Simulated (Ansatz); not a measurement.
C2H6FNOSi can be A, `O=CNC(F)[SiH3]`, or B, `N[Si]1(F)COC1`.

Computed with Ansatz on PBE0-D4/def2-TZVP structures; ΔE is electronic, products minus reactants. CCSD(T)/CBS is the MP2 limit (def2-TZVPP, def2-QZVPP) plus CCSD(T) − MP2 in def2-TZVPP, frozen cores. DFT in def2-TZVPP. Each species was taken in one conformer, which may not be the lowest.

A:

Z-matrix (Å, degrees):
```
C
F 1 1.402
Si 1 1.906 2 108.1
N 1 1.416 2 110.3 3 -123.6
H 1 1.093 2 106.7 3 120.8
H 3 1.487 1 107.8 2 -70.9
H 3 1.485 1 108.5 2 170.5
H 3 1.482 1 109.7 2 49.5
C 4 1.368 1 122.7 2 -95.7
H 4 1.007 1 119.1 2 75.2
O 9 1.203 4 125.0 1 -5.5
H 9 1.105 4 112.0 1 175.9
```

B:

Z-matrix (Å, degrees):
```
Si
F 1 1.599
C 1 1.877 2 115.4
C 1 1.880 2 113.9 3 84.4
N 1 1.692 2 104.1 3 -137.0
O 3 1.444 1 89.6 2 104.3
H 3 1.094 1 118.8 2 -9.3
H 3 1.097 1 116.9 2 -142.2
H 4 1.094 1 118.8 2 7.4
H 4 1.097 1 117.0 2 140.6
H 5 1.005 1 124.3 2 178.3
H 5 1.006 1 122.1 2 -8.9
```

(1) Which isomer does CCSD(T)/CBS put lower? Give the gap. (Best estimate.)

(2) Give E(B) − E(A) in kJ/mol with HF/def2-TZVPP, MP2/def2-TZVPP, B2PLYP, PBE-D4, CCSD/def2-TZVPP, CCSD(T)/def2-TZVPP, PBE0-D4. (An estimate is asked.)

Largest T1 diagnostic: 0.015.

Results:

(1) The calculation gave: B, by 223.7 kJ/mol.

(2) Computed: HF/def2-TZVPP -195.1, MP2/def2-TZVPP -225.1, B2PLYP -203.6, PBE-D4 -186.4, CCSD/def2-TZVPP -215.8, CCSD(T)/def2-TZVPP -211.6, PBE0-D4 -205.0. None reverses the order clearly.

From PBE to PBE0 (25 % exact exchange), in def2-TZVPP and without D4, E(B) − E(A) moves by −18.8 kJ/mol. In def2-TZVPP, CCSD(T) changes the Hartree–Fock value by −16.5 kJ/mol (the triples alone add +4.2 kJ/mol) and MP2 by −30.0 kJ/mol.
